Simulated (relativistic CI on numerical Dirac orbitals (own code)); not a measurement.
**d1 to d9 in one octahedral field**

Computed with a parametric ligand-field model without spin-orbit coupling, by exact diagonalisation: B = 820, C = 3650, 10Dq = 9300 cm⁻¹ (Oh; |10Dq|/B = 11.3) for every shell. Energies in cm⁻¹; the field energy is (0.6 n_e − 0.4 n_t2) × 10Dq of the ground term; g labels are left out.

| Shell | Ground term | Electrons in e | Field energy | First spin-allowed bands | Lowest term of other spin |
| --- | --- | --- | --- | --- | --- |
| d1 | 2T2 | 0.000 | -3720 | 2E 9300 |  |
| d2 | 3T1 | 0.069 | -6795 | 3T2 8183, 3A2 17483 | 1T2 12700 |
| d3 | 4A2 | 0.000 | -11160 | 4T2 9300, 4T1 15087 | 2E 16513 |
| d4 | 5E | 1.000 | -5580 | 5T2 9300 | 3T1 11640 |
| d5 | 6A1 | 2.000 | 0 | none | 4T1 19736 |
| d6 | 5T2 | 2.000 | -3720 | 5E 9300 | 3T1 11006 |
| d7 | 4T1 | 2.069 | -6795 | 4T2 8183, 4A2 17483 | 2E 7735 |
| d8 | 3A2 | 2.000 | -11160 | 3T2 9300, 3T1 15087 | 1E 13453 |
| d9 | 2E | 3.000 | -5580 | 2T2 9300 |  |

Every shell keeps the spin of the free ion. Only d4 to d7 can choose; the field needed to pair spins is smallest for d6 and largest for d5, which loses most exchange energy. In the strong-field picture 10Dq must exceed about 6B + 5C = 23170 (d4), 7.5B + 5C = 24400 (d5), 2.5B + 4C = 16650 (d6) and 4B + 4C = 17880 (d7); mixing of terms shifts these bounds somewhat. High-spin d^(n+5) repeats the spin-allowed bands of d^n, since the half-filled shell is spherical.
